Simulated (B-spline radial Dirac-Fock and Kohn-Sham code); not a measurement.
Mn⁴⁺: eigenvalues, ΔSCF and the reference

System: manganese as Mn⁴⁺, [Ar] 3d2 4s1 (an excited configuration).

The density-functional columns are spherical, spin-unpolarised Dirac-Kohn-Sham results without Breit or QED terms: −ε is minus the orbital energy of the initial state and ΔSCF the difference of two total energies. The reference in the last column comes from relaxed Dirac-Fock hole states (ΔSCF) with Breit and QED corrections and a finite nucleus. All numbers are from a radial atomic solver, in eV; a selection of levels is shown. The Kohn-Sham columns are given as differences from the reference.

```
level  PBE −ε − DF  PBE ΔSCF − DF  Dirac-Fock
    K       -130.0          +25.0      6627.6
   L1        -49.0          -19.2       864.7
   L2        -34.8           -0.1       743.6
   L3        -35.1           -0.7       733.4
   M2        -11.4           +0.3       131.7
   M3        -11.4           +0.2       130.3
 M4,5        -10.0           +1.2       78.94
   N1         -4.0           +1.1       49.34
```

Values without a named source are computed, but for edge energies of neutral atoms, which are taken from tables.
